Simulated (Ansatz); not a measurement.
Cartesian coordinates in Å:
```
C -0.750 -2.060 -1.041
Si 0.445 -0.802 -0.347
C -0.457 0.713 0.301
Si 0.631 2.027 1.017
F -0.262 3.259 1.529
H -0.216 -2.937 -1.415
H -1.325 -1.636 -1.867
H -1.452 -2.394 -0.273
H 1.408 -0.379 -1.403
H 1.234 -1.408 0.763
H -1.170 0.390 1.069
H -1.038 1.147 -0.521
H 1.568 2.562 -0.001
H 1.385 1.518 2.190
```

The species carries charge 0 and has multiplicity 1.

Task: List the B3LYP/def2-TZVPP orbital energies in eV (the Gaussian-basis code of Ansatz). (An estimate is asked.)

Result: Computed: Occupied: -1799.70, -1798.85, -671.18, -276.55, -276.55, -144.13, -143.39, -99.50, -99.42, -99.42, -98.71, -98.71, -98.69, -32.12, -19.73, -19.01, -14.85, -13.88, -12.35, -12.26, -11.92, -11.75, -11.33, -11.25, -9.70, -9.16, -9.08, -9.04, -8.52. Lowest empty: -0.07, 0.40, 0.80, 1.72, 1.78, 1.80, 1.91, 2.06.

B3LYP here is the variant with VWN-RPA as its local correlation; programs differ in this.
